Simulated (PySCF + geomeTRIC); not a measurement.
Method: ωB97X-D3(BJ)/def2-TZVP (PySCF + geomeTRIC). fastk is a local helper that only speeds up exchange builds. No frequencies were computed at this level.

```python
import json, numpy as np
from pyscf import gto, dft
from fastk import lowrank_exchange
atoms = """
F     -0.997525    -1.339634    -0.003200
Al    -0.047773     0.001463    -0.000045
F     -0.913700     1.398137    -0.003455
Cl     1.958998    -0.059965     0.006701
"""
def scf(charge, spin, dm0=None):
    mol = gto.M(atom=atoms, basis='def2-tzvp', ecp={}, charge=charge, spin=spin, verbose=3, max_memory=3780)
    mf = dft.KS(mol, xc='wb97x-d3bj').density_fit(auxbasis="def2-universal-jkfit")
    mf.grids.level = 3
    mf.conv_tol = 1e-8
    mf.max_cycle = 60
    mf.kernel(dm0)
    if not mf.converged:
        mf = mf.newton().run(mf.mo_coeff, mf.mo_occ).undo_soscf()
    return mf
mf = scf(0, 0)
from pyscf.geomopt.geometric_solver import kernel as optimize
path = []
done, mol = optimize(mf, maxsteps=80, assert_convergence=False, callback=lambda env: path.append((env["energy"], bool(env["g_scanner"].converged))))
res = dict(converged=bool(done and path[-1][1]), energy=path[-1][0], path=[e for e, c in path], xyz=mol.atom_coords(unit="Angstrom").tolist(), nao=mol.nao)
json.dump(res, open("result.json", "w"))
```

Output:

```
converged SCF energy = -902.68726943368
Geometry optimization cycle 1
converged SCF energy = -902.687269433691
cycle 1: E = -902.687269434  dE = -902.687  norm(grad) = 0.0372179
Geometry optimization cycle 2
converged SCF energy = -902.688850766755
cycle 2: E = -902.688850767  dE = -0.00158133  norm(grad) = 0.0128259
Geometry optimization cycle 3
converged SCF energy = -902.689027167961
cycle 3: E = -902.689027168  dE = -0.000176401  norm(grad) = 0.00222247
Geometry optimization cycle 4
converged SCF energy = -902.689033512536
cycle 4: E = -902.689033513  dE = -6.34457e-06  norm(grad) = 0.000323925
Geometry optimization cycle 5
converged SCF energy = -902.689031735729
cycle 5: E = -902.689031736  dE = 1.77681e-06  norm(grad) = 0.00124669
Geometry optimization cycle 6
converged SCF energy = -902.689030002331
cycle 6: E = -902.689030002  dE = 1.7334e-06  norm(grad) = 0.00205398
Geometry optimization cycle 7
converged SCF energy = -902.689031679409
cycle 7: E = -902.689031679  dE = -1.67708e-06  norm(grad) = 0.00168284
Geometry optimization cycle 8
converged SCF energy = -902.689034017898
cycle 8: E = -902.689034018  dE = -2.33849e-06  norm(grad) = 0.000904966
Geometry optimization cycle 9
converged SCF energy = -902.689035098209
cycle 9: E = -902.689035098  dE = -1.08031e-06  norm(grad) = 0.000246246
Geometry optimization cycle 10
converged SCF energy = -902.689035456633
cycle 10: E = -902.689035457  dE = -3.58424e-07  norm(grad) = 0.000351314
<class 'geometric.internal.Distance'> : 3
<class 'geometric.internal.Angle'> : 2
<class 'geometric.internal.OutOfPlane'> : 1
<class 'geometric.internal.TranslationX'> : 1
<class 'geometric.internal.TranslationY'> : 1
<class 'geometric.internal.TranslationZ'> : 1
<class 'geometric.internal.RotationA'> : 1
<class 'geometric.internal.RotationB'> : 1
<class 'geometric.internal.RotationC'> : 1
Step    0 : Gradient = 1.861e-02/3.033e-02 (rms/max) Energy = -902.6872694337
Step    1 : Displace = 4.870e-02/5.842e-02 (rms/max) Trust = 1.000e-01 (=) Grad = 6.413e-03/9.303e-03 (rms/max) E (change) = -902.6888507668 (-1.581e-03) Quality = 1.085
Step    2 : Displace = 8.853e-03/1.388e-02 (rms/max) Trust = 1.414e-01 (+) Grad = 1.111e-03/1.508e-03 (rms/max) E (change) = -902.6890271680 (-1.764e-04) Quality = 1.159
Step    3 : Displace = 2.559e-03/3.538e-03 (rms/max) Trust = 2.000e-01 (+) Grad = 1.620e-04/2.633e-04 (rms/max) E (change) = -902.6890335125 (-6.345e-06) Quality = 0.688
Step    4 : Displace = 2.221e-03/3.433e-03 (rms/max) Trust = 2.000e-01 (=) Grad = 6.233e-04/9.896e-04 (rms/max) E (change) = -902.6890317357 (+1.777e-06) Quality = -0.406
Step    5 : Displace = 1.174e-03/1.481e-03 (rms/max) Trust = 1.111e-03 (-) Grad = 1.027e-03/1.574e-03 (rms/max) E (change) = -902.6890300023 (+1.733e-06) Quality = -0.187
Step    6 : Displace = 4.460e-04/5.896e-04 (rms/max) Trust = 5.553e-04 (-) Grad = 8.414e-04/1.306e-03 (rms/max) E (change) = -902.6890316794 (-1.677e-06) Quality = 0.934
Step    7 : Displace = 8.414e-04/1.203e-03 (rms/max) Trust = 7.853e-04 (+) Grad = 4.525e-04/7.341e-04 (rms/max) E (change) = -902.6890340179 (-2.338e-06) Quality = 0.700
Step    8 : Displace = 8.398e-04/1.181e-03 (rms/max) Trust = 7.853e-04 (=) Grad = 1.231e-04/1.467e-04 (rms/max) E (change) = -902.6890350982 (-1.080e-06) Quality = 0.105
Step    9 : Displace = 4.014e-04/5.004e-04 (rms/max) Trust = 3.926e-04 (-) Grad = 1.757e-04/2.334e-04 (rms/max) E (change) = -902.6890354566 (-3.584e-07) Quality = 0.021
Converged! =D
```

Cost: roughly 120 core-seconds.
